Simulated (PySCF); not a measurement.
Electric field gradients and quadrupole coupling constants

C6H6NS (charge +1).
Numbering: `[CH2:1]=[N:2][c:3]1[cH:4][cH:5][s+:6][cH:7][cH:8]1` (hydrogens: H9, H10 on C1; H11 on C4; H12 on C5; H13 on C7; H14 on C8)

Cartesian coordinates in Å at the GFN2-xTB level; atoms count from 1:
```
atom  x, y, z in Å
C1    -2.5882   -0.9793    0.0353
N2    -1.4157   -0.7121    0.3328
C3    -0.2641   -0.1518    0.0944
C4     0.0089    1.1470    0.6163
C5     1.2195    1.7449    0.5356
S6     2.6163    1.0702   -0.1816
C7     2.0331   -0.4515   -0.6966
C8     0.7694   -0.9061   -0.5351
H9    -3.1790   -1.5806    0.7168
H10   -3.0619   -0.6388   -0.8846
H11   -0.8048    1.6716    1.0966
H12    1.3729    2.7348    0.9386
H13    2.7777   -1.0580   -1.1901
H14    0.5151   -1.8908   -0.9004
```

Field gradients from the PBE0/pcSseg-1 density (PySCF, non-relativistic), principal values in atomic units, ordered |Vxx| ≤ |Vyy| ≤ |Vzz|:

```tsv
atom	Vxx	Vyy	Vzz
N2	0.2982	0.4127	-0.7108
S6	-0.5397	-1.1874	1.7271
```

Find the asymmetry η = (Vxx − Vyy)/Vzz and the couplings χ = eQV/h (234.96 MHz × Q in barn × V in au), with Q(14N) = 0.02044 b, Q(33S) = −0.0678 b.

```
atom     environment  nucleus     η  χzz (MHz)  χxx (MHz)  χyy (MHz)
  N2  imine nitrogen      14N  0.16     -3.414      1.432      1.982
  S6     ring sulfur      33S  0.38     -27.51       8.60      18.92
```

The tensor is traceless: Vxx + Vyy + Vzz = 0.

What is Vzz at N2 in SI units (1 au = 9.71736 × 10²¹ V/m²)?

-0.7108 au = -6.908 × 10²¹ V/m².

And the gradient at the other heavy atoms, for which no coupling is worked out here?

| atom | environment | Vzz (au) | η |
| --- | --- | --- | --- |
| C1 | imine carbon | 0.525 | 0.48 |
| C3 | aromatic carbon bearing nitrogen | 0.409 | 0.65 |
| C4 | aromatic CH carbon | 0.241 | 0.57 |
| C5 | aromatic CH next to a ring sulfur | -0.353 | 0.83 |
| C7 | aromatic CH next to a ring sulfur | -0.353 | 0.83 |
| C8 | aromatic CH carbon | 0.241 | 0.57 |

Were the hydrogens deuterons (Q(2H) = 0.00286 b), χzz would run from 198 kHz (H10) to 211 kHz (H11, H14, H13 and H12).

One conformer (not necessarily the lowest) at the GFN2-xTB geometry, without solvent, vibrations or thermal averaging. GFN2-xTB bond lengths can be off by several hundredths of an ångström, more for odd bonds, and the gradients follow them. With a basis this small, the couplings can be 20 % off.

These values come from a run that also computed NMR shieldings. On an Arm Neoverse V1 with one thread, no GPU (shared host), this took 50 s of wall time (grids of density and orbitals included) and 0.78 GiB of memory at its peak.
